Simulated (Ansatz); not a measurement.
`O=CB(F)[SiH3]` + HBr → `FB([SiH3])Br` + `C=O` at 700 K and 1 bar (ligand exchange at a B–C bond).

Program: Ansatz. Geometries: PBE0-D4/def2-TZVP. ΔE: electronic, gas phase. CBS: MP2 limit from def2 TZ/QZ plus the TZ coupled-cluster correction, frozen cores. This one scheme is used for every species. For Br outer-core shells are correlated without core-valence functions, which leaves a few kJ/mol of doubt a bond. Scalar relativity is left out up to krypton. Each species was taken in one conformer, which may not be the lowest.

```
        species  CCSD(T)/CBS energy (Eh)  H − E (kJ/mol)  S (J/(mol·K))
`O=CB(F)[SiH3]`               -529.29997           203.6          465.0
            HBr              -2573.91920            36.5          223.7
 `FB([SiH3])Br`              -2988.86296           145.6          431.8
          `C=O`               -114.39408            97.4          254.3
```

H − E and S are ideal-gas, rigid-rotor, harmonic terms from PBE0-D4/def2-TZVP, for one conformer and one mirror image of each species. 1 Eh = 2625.50 kJ/mol, R = 8.31446 J/(mol·K).

**Question.** By hand: ΔE, ΔH, ΔS and ΔG.

**Answer.** ΔE = (-2988.86296) + (-114.39408) − (-529.29997) − (-2573.91920) = -0.03787 Eh = -99.4 kJ/mol. Δ(H − E) = 145.6 + 97.4 − 203.6 − 36.5 = 2.9, so ΔH = -96.5 kJ/mol. ΔS = 431.8 + 254.3 − 465.0 − 223.7 = -2.6 J/(mol·K). ΔG = -96.5 − 700 × (-2.6)/1000 = -94.7 kJ/mol.

**Question.** By hand: the equilibrium constant, and the temperature at which ΔG would vanish if ΔH and ΔS stayed fixed.

**Answer.** log₁₀ K = −ΔG/(RT ln 10) = 7.1. ΔG = 0 at ΔH/ΔS = 37115 K, far beyond where these terms or the molecules hold.

The number of gas molecules stays the same, so ΔS is small and ΔH decides. A doubt of 5 kJ/mol in ΔE shifts log₁₀ K by 0.4 here. Other conformers and mirror images would add mixing entropy, several J/(mol·K) or more a flexible species. Modes under 60 cm⁻¹, often nearly free rotors, make the harmonic entropy too high. These are equilibria of isolated gas molecules and say nothing of rates. Largest T1 diagnostic: 0.015 (customary marks: 0.02 for closed shells, 0.045 for open ones).
